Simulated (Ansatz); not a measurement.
Cost and result for the atomization energy of F2H3SSi2, SMILES `F[SiH]S[SiH2]F` radical (8 atoms, 7 bonds).

```xyz
8

F     0.141    1.234    2.206
Si   -0.944    0.345    1.434
S    -0.914    0.743   -0.657
Si    0.735   -0.513   -1.132
F     0.241   -2.004   -1.409
H    -2.283    0.751    1.942
H     1.333    0.007   -2.379
H     1.692   -0.564   -0.005
```

Charge 0, multiplicity 2. The geometry is a stationary point of PBE0-D4/def2-TZVP. It is one conformer, not always the lowest. Program: Ansatz. All runs use 4 threads of an Intel Xeon 6975P-C on a shared host. Times are those of one run each, without the atoms' runs, and a repeat can differ threefold. Electronic energies, without spin–orbit coupling; frozen cores. CCSD(T)/CBS adds CCSD(T) − MP2 in def2-TZVPP to the MP2 limit, and its time is that of the two runs behind it. T1 = 0.014; ⟨S²⟩ of the reference is 0.76. B3LYP takes the VWN-RPA correlation (the form of Gaussian; ORCA's B3LYP/G). HSE06 is the plane-wave form, built on full-range PBE exchange.

CCSD(T)/CBS is a level of theory with its own doubt, some kJ/mol a heavy atom from the limit and from the frozen cores, so smaller differences don't rank the functionals.

```tsv
level	functions	wall time	atomization (kcal/mol)	difference from CCSD(T)/CBS	per bond
revPBE-D4/def2-TZVPP	230	1.6 s	642.2	-13.1	-1.9
BLYP-D4/def2-TZVPP	230	1.6 s	648.0	-7.3	-1.0
PBE0-D4/def2-TZVPP	230	2.8 s	646.1	-9.2	-1.3
HSE06-D4/def2-TZVPP	230	3 s	646.5	-8.8	-1.3
B3LYP-D4/def2-TZVPP (with forces)	230	3.1 s	648.2	-7.1	-1.0
CAM-B3LYP-D4/def2-TZVPP	230	3.2 s	652.6	-2.7	-0.4
B2PLYP/def2-TZVPP	230	3.5 s	642.5	-12.8	-1.8
CCSD(T)/def2-SVP	97	4.9 s	588.7	-66.6	-9.5
B97M-V/def2-TZVPP	230	5 s	658.0	2.7	0.4
ωB97X-V/def2-TZVPP	230	6 s	657.6	2.3	0.3
MP2/def2-QZVPP	414	13 s	665.0	9.7	1.4
CCSD(T)/def2-TZVPP	230	3.3 min	632.4	-22.9	-3.3
CCSD(T)/CBS(def2)	–	3.6 min	655.3	0.0	0.0
```

The D4 term adds +8.8 kcal/mol with B3LYP and +4.6 kcal/mol with PBE0; it sums over pairs of atoms, weighted by their polarisabilities, and B3LYP, whose exchange is more repulsive, gets the larger term. At CCSD(T), def2-SVP lies −66.5 kcal/mol from the extrapolated value and def2-TZVPP −22.9 kcal/mol: correlation converges slowly with the basis, and small sets miss more of it in the bonded molecule than in its fragments. From PBE to PBE0 (25 % exact exchange), in def2-TZVPP and without D4, the atomization energy moves by −11.1 kcal/mol: exact exchange takes away binding that semilocal exchange gives to molecules.
